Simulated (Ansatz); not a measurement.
Total energies of PbSe2⁻ from Ansatz at r2SCAN-D4/def2-TZVPD, gas phase (1 Eh = 27.2114 eV = 2625.5 kJ/mol). The reference geometry is relaxed at r2SCAN-D4/def2-TZVPD.

```xyz
3

Pb   -0.4938   -0.5516   -0.0735
Se    0.2426   -0.0221    2.2998
Se    0.2512    0.5736   -2.2263
```

```csv
state,geometry,energy (Eh)
charge -1 doublet,reference,-4996.20150
charge 0 triplet,reference,-4996.07985
charge -1 quartet,relaxed at r2SCAN-D4/def2-TZVPD,-4996.13219
```

In the def2 sets Pb takes a core potential; there is no spin–orbit coupling.

Question: Work out the vertical ionisation energy to the triplet.

Answer: E(charge 0 triplet) − E(charge -1 doublet) = -4996.07985 − (-4996.20150) = 0.12165 Eh = 3.31 eV. For comparison, −ε of the highest occupied level of the spin that leaves is 1.06 eV at this level, 2.25 eV less.

Question: Which of the charge -1 states is lowest, and how far above it are the others?

Answer: The doublet. quartet: -4996.13219 − (-4996.20150) = 0.06931 Eh = 182.0 kJ/mol.

At r2SCAN-D4/def2-TZVPD the highest occupied level of the charge -1 quartet lies above zero (up to 0.83 eV). The electron is either unbound and held by the finite basis, or the level is raised by self-interaction error.

The structure comes from a short search, and lower isomers may exist.
